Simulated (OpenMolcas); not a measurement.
Computed levels of 3s2 3p3 in ions with 15 electrons, in cm-1 above 4S* 3/2.

- Program: OpenMolcas
- Method: SS-RASPT2, IPEA 0.25 Eh, imaginary shift 0.1 Eh
- Basis: ANO-R2
- Scalar Hamiltonian: X2C, finite nucleus
- Spin-orbit coupling: RASSI with atomic mean-field integrals over the reference wave functions, term energies averaged over their components

Active space for each ion: 5 electrons in 9 orbitals (RAS2 3s 3p; RAS3 3d, at most 2 electrons); closed shells correlated by CASPT2: 2s 2p.

| Level | P | Cl2+ | Ar3+ |
| --- | --- | --- | --- |
| 2D* 3/2 | 12300 | 18840 | 21920 |
| 2D* 5/2 | 12310 | 18890 | 22030 |
| 2P* 1/2 | 20170 | 31080 | 36170 |
| 2P* 3/2 | 20170 | 31120 | 36280 |

Task: Estimate 2D* 3/2, 2D* 5/2 for S+ from its neighbours P and Cl2+.

Result: 2D* 3/2 is another term, which grows about linearly with the charge: (12300 + 18840) / 2 = 15570. The calculation gives 15580, so the estimate is off by -0.1 %; the measured value is 14853 (NIST Handbook of Basic Atomic Spectroscopic Data).
2D* 5/2 is another term, which grows about linearly with the charge: (12310 + 18890) / 2 = 15600. The calculation gives 15600, so the estimate is off by 0 %; the measured value is 14885 (NIST Handbook of Basic Atomic Spectroscopic Data).

Active for correlation alone: 3d; no level in the range computed is led by a configuration that fills it, so any true level of that kind is missing (holds for P). The run also gave levels led by 3s2 3p2 3d, which use shells meant for correlation; these and all levels above them are left out (holds for S+; Cl2+; Ar3+). Computed and measured levels are paired by configuration, term and J; levels that our copy of the source lacks, or whose pairing is in doubt (as where it misses far off the trend of its configuration), stay unpaired and out of the deviations. Levels of configurations outside the active space are missing.

* marks odd parity.
